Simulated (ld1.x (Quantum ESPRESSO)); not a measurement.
I, TM: configuration errors across variants

```json
{"Element": "I (Z = 53)", "Generator": "ld1.x (Quantum ESPRESSO) 7.5", "Type": "norm-conserving Troullier–Martins (Kleinman–Bylander form)", "Functional": "PBEsol", "Relativity": "scalar-relativistic", "Frozen core": "[Ar] 3d10", "Valence charge": "25", "Reference configuration": "4s2 4p6 4d10 5s2 5p5", "Partial waves": "4s (bound): rc 0.70 bohr; 4p (bound): rc 1.20 bohr; 4d (bound): rc 1.25 bohr", "Local potential": "the d channel", "Core correction": "none"}
```

Occupied shells without a wave of their own: 5p, 5s. They enter only through the test configuration that unscreens the potential.

All-electron excitation energies from the reference (eV): (1) 4s2 4p6 4d10 5s2 5p4 11.151; (2) 4s2 4p6 4d10 5s2 5p3 31.034; (3) 4s2 4p6 4d10 5s2 5p2 60.420; (4) 4s2 4p6 4d10 5s2 5p5.3 -1.786; (5) 4s1 4p6 4d10 5s2 5p5 189.644; (6) 4s2 4p6 4d9 5s2 5p6 45.787; (7) 4s2 4p6 4d10 5s1 5p5 22.161.

For the base: The 5p, 5s levels have no wave, so the channel is fitted at the deeper level alone: the likely source of the large errors.

On the changes marked as counting shells twice: ld1.x takes every shell without a wave as core, so the model core holds the marked electrons as well and exchange and correlation see them twice. This cancels in the reference configuration, but the file is broken for other ones, and its errors say nothing about a proper core correction.

1 further variants failed, have other tests or too few solved ones, and are left out.

The file “base” misses its own reference levels by 0.3 eV. The file “core correction a·sin(br)/r model core inside 0.82 bohr (5p, 5s counted twice)” misses its own reference levels by 0.3 eV. The file “all radii scaled by about 0.90 (s 0.64, p 1.08, d 1.12 bohr)” misses its own reference levels by 0.6 eV. The file “local potential the s channel” misses its own reference levels by 0.5 eV. The file “wave 4p (bound): rc 1.20 bohr becomes 4p (bound): rc 1.56 bohr” misses its own reference levels by 0.4 eV.

Errors AE − PS in meV (a dash: test not solved or not reliable):

| change | (1) | (2) | (3) | (4) | (5) | (6) | (7) | bound ghosts |
| --- | --- | --- | --- | --- | --- | --- | --- | --- |
| base | -316 | -765 | -1355 | +70 | +42 | +390 | -335 | none |
| core correction a·sin(br)/r model core inside 0.82 bohr (5p, 5s counted twice) | -425 | -1224 | -2449 | +61 | -68 | +329 | -415 | none |
| all radii scaled by about 0.90 (s 0.64, p 1.08, d 1.12 bohr) | -240 | -583 | -1031 | +53 | +33 | +299 | -648 | none |
| wave 4d (bound): rc 1.25 bohr becomes 4d (bound): rc 1.64 bohr | +212 | +485 | +803 | -49 | +168 | +8.0 | -108 | none |
| local potential the s channel | -677 | -1635 | -2899 | +150 | +148 | +823 | -521 | none |
| wave 4p (bound): rc 1.20 bohr becomes 4p (bound): rc 1.56 bohr | -566 | -1364 | -2412 | +125 | +93 | +677 | -354 | none |

(1) Give the same row for: wave 4s (bound): rc 0.70 bohr becomes 4s (bound): rc 1.04 bohr.

## Answers

(1) -319, -776, -1374, +69, +80, +429, -1599; bound ghosts: none.
